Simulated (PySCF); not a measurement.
A GIAO shielding run with PySCF 2.14 (density fitting, non-relativistic, gas phase) on SMILES [SiH3]CC#C[C@@H]1[SiH2][C@@H]1[SiH2]Cl, C₅H₁₁ClSi₃:

```
$ OMP_NUM_THREADS=1 python probes_run.py task.json out

{"job": {"kind": "nmr", "xc": "PBE0", "basis": "pcSseg-1"}, "charge": 0, "multiplicity": 1}
Si     2.853601     1.256115    -0.561771
C      2.550976    -0.595339    -0.924324
C      1.162128    -0.931592    -0.721563
C      0.000119    -1.178851    -0.535986
C     -1.379470    -1.453588    -0.323592
Si    -2.710532    -0.373195    -1.138012
C     -2.150646    -0.539395     0.663495
Si    -1.189923     0.783138     1.587694
Cl    -2.555374     1.890153     2.603082
H      2.537589     1.531063     0.840036
H      4.265128     1.546936    -0.830674
H      2.002775     2.060951    -1.440490
H      2.833107    -0.829030    -1.954508
H      3.172989    -1.212799    -0.270594
H     -1.580470    -2.514956    -0.204916
H     -3.951206    -1.025408    -1.521843
H     -2.271424     0.776435    -1.905236
H     -2.827548    -1.099431     1.304584
H     -0.491503     1.696533     0.687099
H     -0.275463     0.222938     2.583276
```

Hardware: 1 thread of an Arm Neoverse N1, shared host. The job also computes population analyses, field gradients, ring-centre shieldings.

**Question.** How large is the calculation?

**Answer.** 100 electrons, 236 basis functions and 1317 auxiliary functions.

**Question.** How long does it take, and how much memory does it need?

**Answer.** 99 s of wall time, with 14 SCF cycles and 5 response iterations; peak memory 1 GiB. Times on a shared host scatter by some tens of per cent.
